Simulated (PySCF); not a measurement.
# Computed properties of Sn(F)2(Me)(OH) (CH4F2OSn), SMILES [CH3][Sn]([OH])([F])[F]

Sn(F)2(Me)(OH) (CH₄F₂OSn), SMILES [OH][Sn]([F])([F])[CH3]. The structure is a stationary point at B3LYP-D3(BJ)/def2-SVP. The structure was generated by enumeration; whether it is a known compound was not checked. The def2 effective core potentials stand for the cores of Sn; spin–orbit coupling is left out. One conformer was computed; it need not be the lowest. All values are computed for the isolated molecule unless a solvent is named; none is compared with measurement here.

**Structure.** The optimised structure has Cs symmetry. All 21 harmonic modes at B3LYP-D3(BJ)/def2-SVP (PySCF) are real, so it is a minimum. With heavy atoms numbered as in [CH3:1][Sn:2]([OH:3])([F:4])[F:5], the shortest bond between them is Sn2–F5 at 1.940 Å and the longest C1–Sn2 at 2.132 Å.

**Vibrations.** The strongest infrared lines (harmonic, unscaled, degenerate partners summed) lie at 225 cm⁻¹ (120 km/mol, H 48 %, O 37 %, F 12 %), 861 cm⁻¹ (90 km/mol, H 91 %), 3817 cm⁻¹ (85 km/mol, H 94 %). The softest mode is at 58 cm⁻¹ and the zero-point energy is 33.2 kcal/mol.

**Electronic structure.** M06-2X/def2-TZVP (PySCF) places the frontier levels at -11.16 and -0.69 eV, a gap of 10.47 eV, and gives a dipole moment of 3.06 D and a mean polarisability of 48.3 bohr³. PBE/def2-TZVP (PySCF) at the same geometry gives -7.60 and -2.68 eV, so its gap is 5.55 eV narrower. An orbital gap is neither the optical nor the fundamental gap.

**Excitations.** TDA-CAM-B3LYP/def2-SVPD (PySCF) has S1 at 6.36 eV (195 nm, f = 0.028, weak); the most intense of the 10 singlets computed lies at 7.79 eV (f = 0.29). T1 (TDA) is at 5.80 eV, 0.56 eV under S1. TDA-PBE/def2-SVPD (PySCF) puts S1 at 5.12 eV. No vertical singlet excitation falls in the visible range (under 3.1 eV).
